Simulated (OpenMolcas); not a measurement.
Ir3+ (d6) among equal point charges was computed by CASSCF with the d shell active (OpenMolcas, ANO-RCC-VDZP on the metal). Its lowest spin-free states, and all those of the highest spin:

```json
{"2S+1": "5", "Degeneracy": "1", "E (cm-1)": "0.0"}
{"2S+1": "5", "Degeneracy": "2", "E (cm-1)": "2808"}
{"2S+1": "5", "Degeneracy": "1", "E (cm-1)": "8495"}
{"2S+1": "3", "Degeneracy": "2", "E (cm-1)": "10668"}
{"2S+1": "3", "Degeneracy": "1", "E (cm-1)": "11325"}
{"2S+1": "1", "Degeneracy": "1", "E (cm-1)": "13329"}
{"2S+1": "5", "Degeneracy": "1", "E (cm-1)": "15031"}
{"2S+1": "3", "Degeneracy": "2", "E (cm-1)": "16735"}
{"2S+1": "3", "Degeneracy": "1", "E (cm-1)": "17414"}
{"2S+1": "3", "Degeneracy": "2", "E (cm-1)": "18228"}
{"2S+1": "3", "Degeneracy": "1", "E (cm-1)": "19444"}
{"2S+1": "1", "Degeneracy": "1", "E (cm-1)": "19673"}
```

**Question.** Is the site octahedral, tetrahedral or cube-like, axial, or of lower symmetry?

**Answer.** The states with 2S+1 = 5 have orbital degeneracies 1, 2, 1, 1. There are pairs but no triples, so the site is axial: not cubic, but with a proper or improper axis of order three or more. The run had Ir3+ among 6 point charges of -1.36 e arranged as a tetragonal octahedron (D4h), 2.05 Å from the ion, with the axial distance 1.804 Å.

Spin-orbit coupling mixes the spin-free states strongly: the lowest level takes only 59 % from its leading state, 5B2. Without dynamic correlation the repulsion within the d shell is too large (B by tens of per cent), so at a given field states of lower spin stand too high. This shell can be high or low spin here, a state of another spin lies low, and with metal d orbitals alone active their balance is uncertain, so the ground spin may be wrong. Point charges give a weaker field than real ligands, and real ions of this kind are as a rule low spin; the high spin found here belongs to the model. This is an electrostatic model: the charges have no orbitals. No measured value stands beside these numbers.
